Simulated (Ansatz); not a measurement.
Cartesian coordinates in Å:
```
C 0.9907 0.3316 1.3383
Sn -0.3117 0.0411 -0.2898
O 0.5143 0.6554 -1.9392
O -0.9818 -1.7690 -0.5691
F -1.9462 1.0329 -0.0712
H 1.7683 1.0341 1.0429
H 0.4218 0.7315 2.1762
H 1.4349 -0.6241 1.6127
H 0.0526 0.3637 -2.7297
H -1.9428 -1.7971 -0.5711
```

Charge 0, multiplicity 1. Sn: def2 effective core potential.

Question: List the CAM-B3LYP/def2-TZVPP orbital energies in eV (the Gaussian-basis code of Ansatz). (Best estimate.)

Answer: Computed: Occupied: -672.28, -522.45, -522.45, -279.64, -141.61, -96.58, -96.51, -96.46, -33.31, -31.39, -30.99, -30.67, -30.65, -30.39, -28.55, -28.04, -21.91, -16.62, -15.03, -14.31, -13.75, -13.67, -12.74, -12.62, -11.92, -11.38, -10.93, -10.68, -10.28. Lowest empty: -0.10, 1.46, 1.48, 1.63, 2.95, 3.34, 3.36, 3.54.
